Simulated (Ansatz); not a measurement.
Reaction (cleavage of the Si–Ge bond): `[OH][GeH]([SiH3])[SH]` + `[OH][Ga]([Cl])[Cl]` → `[SiH3][O][Ga]([Cl])[Cl]` + `[OH][GeH2][SH]`

Calculated with Ansatz (gas phase, PBE0-D4/def2-TZVP geometries, no zero-point term in ΔE). CBS: MP2 limit from def2 TZ/QZ plus the TZ coupled-cluster correction, frozen cores. Functionals use def2-TZVPP. B3LYP here is the variant with VWN-RPA as its local correlation; programs differ in this. For Ga, Ge outer-core shells are correlated without core-valence functions, which leaves a few kJ/mol of doubt a bond. Scalar relativity is left out up to krypton. One conformer a species, not always the lowest.

`[OH][GeH]([SiH3])[SH]`:

Cartesian coordinates in Å:
```
O -1.328 0.518 -1.434
Ge -0.287 -0.603 -0.516
Si -0.015 0.417 1.616
S 1.664 -0.869 -1.563
H -1.376 0.287 -2.365
H -0.885 -2.025 -0.538
H 0.783 1.657 1.438
H 0.716 -0.523 2.502
H -1.336 0.745 2.211
H 2.064 0.396 -1.350
```

`[OH][Ga]([Cl])[Cl]`:

Z-matrix (Å, degrees):
```
Ga
O 1 1.765
Cl 1 2.123 2 120.6
Cl 1 2.109 2 118.8 3 -180.0
H 2 0.961 1 112.9 3 -0.1
```

`[SiH3][O][Ga]([Cl])[Cl]`:

Cartesian coordinates in Å:
```
Si -0.566 0.529 -1.234
O -0.098 0.568 0.338
Ga 0.641 -0.483 1.532
Cl 1.190 -2.462 1.024
Cl 0.967 0.267 3.476
H -0.599 -0.867 -1.746
H 0.387 1.324 -2.052
H -1.922 1.123 -1.337
```

`[OH][GeH2][SH]`:

Cartesian coordinates in Å:
```
O -1.372 0.793 -0.153
Ge 0.367 0.461 0.003
S 0.769 -1.717 -0.142
H -1.756 0.364 -0.922
H 1.162 1.083 -1.155
H 0.723 1.027 1.380
H 0.106 -2.011 0.989
```

Task: Is it downhill or uphill in electronic energy at CCSD(T)/CBS, and by how much? (Estimate.)

Result: Computed: Downhill: ΔE = -18.8 kcal/mol.

Task: What do these levels give: PBE-D4, B3LYP-D4, ωB97M-V, PBE0, HF/def2-QZVPP, CCSD/CBS(def2)? (Estimate.)

Result: Computed: PBE-D4 -12.9, B3LYP-D4 -18.4, ωB97M-V -19.0, PBE0 -15.5, HF/def2-QZVPP -26.8, CCSD/CBS(def2) -19.7 kcal/mol.

Largest T1 diagnostic among the species: 0.012.

From PBE to PBE0 (25 % exact exchange), in def2-TZVPP and without D4, ΔE moves by −2.5 kcal/mol. In def2-TZVPP, CCSD(T) changes the Hartree–Fock value by +6.8 kcal/mol (the triples alone add +0.9 kcal/mol) and MP2 by +5.8 kcal/mol.
